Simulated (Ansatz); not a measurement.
Computed with Ansatz on PBE0-D4/def2-TZVP structures; ΔE is electronic, products minus reactants. CCSD(T)/CBS adds triple-zeta CCSD(T) − MP2 to the extrapolated MP2 energy (def2 sets, frozen cores). This one scheme is used for every species. Functionals use def2-TZVPP. HSE06 is defined as in plane-wave codes. For Ga outer-core shells are correlated without core-valence functions, which leaves a few kJ/mol of doubt a bond. Scalar relativity is left out up to krypton. One conformer a species, not always the lowest.

`CN[SiH2][GaH2]` + HCl → `CN[SiH2]Cl` + `[GaH3]`  (cleavage of the Si–Ga bond)

`CN[SiH2][GaH2]`:

```xyz
12

C     1.983   -0.755    0.045
N     0.601   -0.471    0.369
Si   -0.404    0.542   -0.597
Ga   -2.617    0.586    0.354
H     2.308   -1.691    0.508
H     2.680    0.037    0.352
H     2.085   -0.880   -1.037
H     0.401   -0.520    1.355
H     0.097    1.951   -0.747
H    -0.402   -0.006   -1.986
H    -3.862    1.120   -0.447
H    -2.870    0.087    1.830
```

HCl:

Cartesian coordinates in Å:
```
Cl 0.373 -0.046 0.517
H -0.373 0.046 -0.517
```

`CN[SiH2]Cl`:

Z-matrix (Å, degrees):
```
C
N 1 1.450
H 1 1.096 2 113.1
H 1 1.093 2 110.8 3 -122.0
H 1 1.093 2 109.4 3 119.9
Si 2 1.697 1 123.8 3 -88.7
H 2 1.008 1 113.6 3 65.8
Cl 6 2.075 2 114.8 1 68.9
H 6 1.479 2 108.8 1 -48.4
H 6 1.479 2 108.1 1 -172.4
```

`[GaH3]`:

Cartesian coordinates in Å:
```
Ga 0.000 0.000 0.001
H 1.155 -0.658 0.832
H -1.159 -0.889 -0.572
H 0.004 1.547 -0.260
```

Is it downhill or uphill in electronic energy at CCSD(T)/CBS, and by how much? (Best estimate.)

Ansatz gave: Downhill: ΔE = -101.5 kJ/mol.

What do these levels give: LDA (SPW92), PBE-D4, HSE06-D4, CAM-B3LYP-D4, B2PLYP, HSE06, MP2/def2-SVP, CCSD(T)/def2-SVP, MP2/def2-TZVPP, CCSD/def2-TZVPP, CCSD(T)/def2-TZVPP, MP2/CBS(def2)? (Estimate.)

The calculation gave: LDA (SPW92) -92.6, PBE-D4 -90.6, HSE06-D4 -96.4, CAM-B3LYP-D4 -107.0, B2PLYP -106.8, HSE06 -97.7, MP2/def2-SVP -107.6, CCSD(T)/def2-SVP -99.6, MP2/def2-TZVPP -109.1, CCSD/def2-TZVPP -101.5, CCSD(T)/def2-TZVPP -100.0, MP2/CBS(def2) -110.5 kJ/mol.

Largest T1 diagnostic among the species: 0.013.

From BLYP to BHLYP (50 % exact exchange), in def2-TZVPP and without D4, ΔE moves by −12.6 kJ/mol. Leaving LDA and LC-ωPBE aside and taking each functional with its dispersion term where it has one, the values, not all of them listed here, spread over 19.0 kJ/mol, from B97M-V to PBE-D4.
